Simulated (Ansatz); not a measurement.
One change: `[NH2][AlH][Br]` becomes `[NH2][AlH][GaH2]`.

Ansatz, PBE0-D4/def2-TZVP geometries, multiplicity 1. Each molecule was computed in one conformer, which needn't be the lowest.

Scalar relativity is left out up to krypton. Spin–orbit coupling is left out; it splits and shifts lone-pair levels of the heavy atoms by tenths of an eV.

| property | `[NH2][AlH][Br]` |
| --- | --- |
| HOMO–LUMO gap (PBE/def2-TZVPP) / eV | 5.08 |
| ideal-gas entropy at 298 K and 1 bar (rigid rotor, harmonic PBE0-D4/def2-TZVP) / J/(mol·K) | 306 |
| HOMO energy (PBE0/def2-TZVPP) / eV | -7.80 |
| HOMO energy (PBE/def2-TZVPP) / eV | -6.43 |
| size of the dipole moment (ωB97M-V/def2-TZVPP) / D | 2.23 |
| zero-point energy (PBE0-D4/def2-TZVP) / kJ/mol | 88.7 |

Q: What does the change do to each property? (Best estimate.)

A: The calculation gave: 
| property | `[NH2][AlH][GaH2]` | shift |
| --- | --- | --- |
| HOMO–LUMO gap (PBE/def2-TZVPP) / eV | 3.01 | -2.07 |
| ideal-gas entropy at 298 K and 1 bar (rigid rotor, harmonic PBE0-D4/def2-TZVP) / J/(mol·K) | 340 | 34 |
| HOMO energy (PBE0/def2-TZVPP) / eV | -6.90 | 0.90 |
| HOMO energy (PBE/def2-TZVPP) / eV | -5.86 | 0.57 |
| size of the dipole moment (ωB97M-V/def2-TZVPP) / D | 1.57 | -0.66 |
| zero-point energy (PBE0-D4/def2-TZVP) / kJ/mol | 119.9 | 31.2 |

With PBE0 the HOMO rises by 0.90 eV and the LUMO falls by 1.47 eV, so the gap narrows by about 2.37 eV. PBE moves the HOMO by 0.57 eV and ωB97M-V by 1.28 eV. The zero-point energy changes by 31.2 kJ/mol with +6 modes. Dipoles are sizes alone; their direction can turn. Modes under 60 cm⁻¹, often nearly free rotors, make the harmonic entropy too high.
